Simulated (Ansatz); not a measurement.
S3, SMILES [S]S[S-], charge -1, multiplicity 2.

Geometry: B3LYP-D3(BJ)/def2-SVPD.

Two levels are set side by side: PBE/def2-TZVPD (Ansatz, an electronic-structure program) and PBE0/def2-TZVPD (Ansatz). Energy differences of separate SCF runs at the same geometry; the states with an electron removed or added have multiplicity 1. Differences are taken from unrounded values.

```
quantity                         PBE0
-------------------------------  ----
vertical ionisation energy (eV)  2.90
```

Question: What does PBE give, and how far is it from PBE0? (Estimate from the structure and the level; the computed values follow.)

Answer: 
| quantity | PBE | PBE minus PBE0 |
|---|---|---|
| vertical ionisation energy (eV) | 2.57 | -0.33 |
